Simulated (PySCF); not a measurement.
Trend along the alkali metals: MSr molecules

MP2 with double-zeta basis sets in PySCF, for the lowest determinant that a PBE0 search found; no spin–orbit coupling. De refers to high-spin ground-configuration atoms.

```json
{"M": "Na", "basis": "def2-SVP", "reference, frozen orbitals": "ROHF, 1", "state (unpaired electrons)": "doublet (σ ↑)", "Re (Å)": "4.215", "ωe (cm⁻¹)": "43.7", "De (eV)": "0.09"}
{"M": "Rb", "basis": "def2-SVP", "reference, frozen orbitals": "ROHF, 0", "state (unpaired electrons)": "doublet (σ ↑)", "Re (Å)": "5.181", "ωe (cm⁻¹)": "24.8", "De (eV)": "0.09"}
{"M": "Cs", "basis": "def2-SVP", "reference, frozen orbitals": "ROHF, 0", "state (unpaired electrons)": "doublet (σ ↑)", "Re (Å)": "5.404", "ωe (cm⁻¹)": "22.8", "De (eV)": "0.10"}
```

(1) The row for M = K is missing. Estimate Re, ωe and De as the mean of the rows for Na and Rb, and compare with the calculation.

Correlated steps freeze the inner cores (0 to 5 orbitals); shallow outer-core shells are correlated. Weak bonds: CsSr, KSr, NaSr, RbSr. Basis-set superposition, not corrected here, can be much of De in a small basis, most of all at correlated wavefunction levels. Spin–orbit coupling is left out. States were picked by a PBE0 search and need not be the measured ground states.

Answers

(1) The means are 4.698 Å, 34.2 cm⁻¹ and 0.09 eV. ROHF-MP2 in def2-SVP gives KSr as a doublet (σ ↑) with Re = 4.923 Å, ωe = 31.4 cm⁻¹, De = 0.10 eV, so the estimate is off by -22.5 pm, +9 % and -0.01 eV.
